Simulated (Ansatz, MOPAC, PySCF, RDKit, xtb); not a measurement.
Torsion H3–Si1–S2–H4 in H2SSi (SMILES [SiH]S); at each angle all else is relaxed with GFN2-xTB, and the levels are single points there.
Geometry at 180° (charge 0, multiplicity 1):
```xyz
4

Si     0.99158     0.69712    -0.44289
S     -0.98701     0.46528     0.41424
H      1.49631    -0.50772     0.24721
H     -1.53233     1.52977    -0.16080
```

```csv
level,energy at 90° less that at 180° (kcal/mol),"minus CCSD(T)/CBS(cc-pV(T+d)Z, cc-pV(Q+d)Z)",cost
MMFF94,-0.95,-18.58,-
UFF,37.72,20.09,-
GFN-FF,1.05,-16.58,-
AM1,12.11,-5.52,-
PM3,17.12,-0.50,-
PM6,7.41,-10.21,-
PM7,5.72,-11.91,-
GFN1-xTB,7.18,-10.45,-
HF/cc-pV(D+d)Z,17.11,-0.51,-
HF/cc-pV(T+d)Z,16.58,-1.04,-
HF/cc-pV(Q+d)Z,16.47,-1.15,-
SVWN5/def2-TZVPP,20.45,2.82,×0.6
PBE/def2-TZVPP,19.77,2.14,×1
PBE-D3(BJ)/def2-TZVPP,19.76,2.14,×1
BLYP/def2-TZVPP,19.37,1.74,×0.8
BLYP-D3(BJ)/def2-TZVPP,19.37,1.74,×0.8
BLYP-D4/def2-TZVPP,19.37,1.74,×0.8
r2SCAN/def2-TZVPP,20.00,2.37,×1
r2SCAN-D3(BJ)/def2-TZVPP,20.00,2.37,×1
r2SCAN-D4/def2-TZVPP,20.00,2.37,×1
B3LYP/3-21G,20.10,2.47,-
B3LYP/6-311+G**,19.05,1.42,-
B3LYP/LANL2DZ,20.43,2.81,-
B3LYP-D3(BJ)/def2-TZVPP,18.67,1.05,×0.9
B3LYP-D4/def2-TZVPP,18.67,1.04,×0.9
PBE0-D4/def2-TZVPP,18.84,1.21,×1
M06-2X/6-31G*,19.16,1.53,-
M06-2X/def2-TZVPP,17.93,0.30,-
wB97X-V/def2-TZVPP,17.80,0.17,×3
MP2/6-31G*,20.20,2.57,-
MP2/cc-pV(T+d)Z,18.50,0.88,-
"MP2/CBS(cc-pV(T+d)Z, cc-pV(Q+d)Z)",18.27,0.65,-
SCS-MP2/cc-pV(T+d)Z,17.92,0.29,-
SCS-MP2/cc-pV(Q+d)Z,17.73,0.10,-
CCSD/cc-pV(D+d)Z,18.43,0.80,-
CCSD/cc-pV(T+d)Z,17.28,-0.34,-
CCSD/cc-pV(Q+d)Z,17.08,-0.55,-
CCSD(T)/cc-pV(D+d)Z,19.17,1.54,×0.9
CCSD(T)/cc-pV(T+d)Z,17.94,0.32,×3
"CCSD(T)/CBS(cc-pV(T+d)Z, cc-pV(Q+d)Z)",17.63,0.00,×20
```

 The comparison column counts from a level with limits of its own.

The rows run from -0.95 (MMFF94) to 37.72 kcal/mol (UFF). In cc-pV(T+d)Z the value moves HF 16.58, MP2 18.50, CCSD 17.28, CCSD(T) 17.94, a shift of 1.36 from HF to CCSD(T). The dispersion term adds 0.00 in PBE-D3(BJ), 0.00 in BLYP-D3(BJ), 0.00 in BLYP-D4. The 6 functionals in def2-TZVPP without D3 or D4 span 2.65, from wB97X-V to SVWN5.

On the grid 0° to 330°, 90° is the highest and 180° the lowest point at CCSD(T)/CBS(cc-pV(T+d)Z, cc-pV(Q+d)Z).

Cores are frozen in the correlated methods. CBS(a, b) extrapolates the correlation energy as X⁻³ and adds the Hartree–Fock energy of set b. Rows in 3-21G, 6-311+G**, 6-31G*, LANL2DZ carry no dispersion term and start afresh at each structure (6-31G* with six Cartesian d functions). MP2/6-31G* freezes PySCF's default core. LANL2DZ brings its own core potentials from Na on. The state that AM1, PM3, PM6, PM7 reach isn't checked; PM7 holds dispersion and hydrogen-bond terms.

Programs: Ansatz (a first-principles code); MOPAC for AM1, PM3, PM6, PM7 (differences of heats of formation); PySCF for 3-21G rows, 6-311+G** rows, 6-31G* rows, LANL2DZ rows, M06-2X, the dispersion terms; RDKit for the force fields; xtb for the GFN methods. 

Costs are rough ratios of core time to PBE/def2-TZVPP (about 2.5 s over the structures, on one shared machine); a dash marks a level with no comparable run of its own.
